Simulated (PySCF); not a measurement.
Job file and geometry (Å, from GFN2-xTB) of an NMR shielding run on SMILES C=C1O[Si@@H](Cl)[C@@H]1Cl, C$_{3}$H$_{4}$Cl$_{2}$OSi, GIAO PBE0/pcSseg-1 NMR shielding, non-relativistic, gas phase (PySCF 2.14.0, density-fitted response routines); density fitting, a coarse starting grid and PySCF grid level 2 are the driver's defaults:

```
$ OMP_NUM_THREADS=1 python probes_run.py task.json out

{"job": {"kind": "nmr", "xc": "PBE0", "basis": "pcSseg-1"}, "charge": 0, "multiplicity": 1}
C      1.734771     0.888166     0.661571
C      0.542740     0.430393     0.350959
O     -0.606019     1.209460     0.220151
Si    -1.691020    -0.044157     0.052168
Cl    -2.712675     0.039315    -1.653098
C      0.014788    -0.950808     0.078704
Cl     0.365960    -2.123205     1.368273
H      1.901287     1.933925     0.842131
H      2.569007     0.217232     0.746996
H     -2.508420    -0.217918     1.234241
H      0.395007    -1.379732    -0.848218
```

Task: Write the output of this run.

Result: 
```
coarse grid: 11696 points
cycle   1  E = -1401.0202924833  dE =  1.147e+00  |g| = 6.979e-01  |ddm| = 3.313e+00
cycle   2  E = -1400.8885766134  dE =  1.317e-01  |g| = 1.095e+00  |ddm| = 1.750e+00
cycle   3  E = -1401.1156507556  dE = -2.271e-01  |g| = 1.195e-01  |ddm| = 1.196e+00
cycle   4  E = -1401.1182221273  dE = -2.571e-03  |g| = 4.851e-02  |ddm| = 1.483e-01
cycle   5  E = -1401.1187060445  dE = -4.839e-04  |g| = 1.903e-02  |ddm| = 5.672e-02
cycle   6  E = -1401.1187923157  dE = -8.627e-05  |g| = 4.746e-03  |ddm| = 1.970e-02
cycle   7  E = -1401.1187975632  dE = -5.248e-06  |g| = 1.270e-03  |ddm| = 5.752e-03
final grid: 101744 points
cycle   8  E = -1401.1684227431  dE = -2.147e-05  |g| = 1.043e-02  |ddm| = 2.151e-02
cycle   9  E = -1401.1683894082  dE =  3.333e-05  |g| = 1.667e-02  |ddm| = 2.098e-02
cycle  10  E = -1401.1684429358  dE = -5.353e-05  |g| = 1.499e-03  |ddm| = 1.430e-02
cycle  11  E = -1401.1684433084  dE = -3.726e-07  |g| = 4.797e-04  |ddm| = 1.771e-03
cycle  12  E = -1401.1684433587  dE = -5.027e-08  |g| = 1.354e-04  |ddm| = 5.503e-04
cycle  13  E = -1401.1684433630  dE = -4.384e-09  |g| = 3.556e-05  |ddm| = 1.402e-04
cycle  14  E = -1401.1684433634  dE = -3.097e-10  |g| = 7.097e-06  |ddm| = 4.059e-05
converged SCF energy = -1401.1684433634

GIAO shielding tensors (ppm)
atom      isotropic    diamagn.    paramagn.     s11        s22        s33       span
  0 C       92.497     253.632    -161.135     -4.348    115.212    166.628    170.976
  1 C       18.593     258.763    -240.169    -84.251     49.007     91.024    175.274
  2 O      128.692     396.540    -267.847     46.988    148.417    190.672    143.685
  3 Si     332.017     877.949    -545.932    303.804    335.639    356.608     52.804
  4 Cl     874.195    1147.965    -273.771    752.099    896.877    973.608    221.509
  5 C      128.666     250.289    -121.623    101.420    135.386    149.192     47.773
  6 Cl     818.126    1146.066    -327.940    583.349    807.918   1063.109    479.760
  7 H       26.595      29.440      -2.845     23.886     24.724     31.175      7.289
  8 H       26.970      30.377      -3.407     24.269     25.233     31.408      7.139
  9 H       26.009      27.457      -1.448     22.230     24.896     30.901      8.671
 10 H       27.199      30.055      -2.856     22.873     27.294     31.430      8.557
```

Size and cost of the density-fitted run: 160 basis functions, 33 s wall time on 1 thread of an Arm Neoverse V2, shared host; peak memory 0.72 GiB.
